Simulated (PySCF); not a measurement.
# Excitation energy of Sn by level of theory

Sn [Kr] 4d10 5s2 5p2 (3P) → Sn [Kr] 4d10 5s1 5p2 5d1 (high-spin determinant), as a difference of total energies. Calculation: PySCF 2.14, in aug-cc-pVTZ-PP with ECP28MDF (6s5p4d2f, 55 functions); scalar relativity through the core potential. Correlated levels: valence: 4s2 4p6 4d10 frozen. The calculations carry no spin-orbit coupling.

```csv
method,excitation energy (eV)
UHF,9.643
LDA,11.740
PBE,11.342
PBE0,11.135
r2SCAN,11.153
TPSS,11.220
r2SCANh,11.108
B2PLYP,11.215
revPBE,11.181
MP2 (valence),10.451
SCS-MP2 (valence),10.761
```

How much does correlation contribute at MP2 (valence)?

10.451 − (9.643) = 0.808 eV, measured against UHF.

The upper state lies above the first ionisation limit, but in LS coupling its spin forbids autoionisation to the ground ion; at this Z spin-orbit coupling breaks that rule.

The promoted electron is Rydberg-like, and one or two diffuse shells describe it only roughly, which tends to raise the upper state.

The determinant of the upper state mixes LS terms, which raises its energy above the lowest term, most at the Hartree-Fock and MP2 levels.
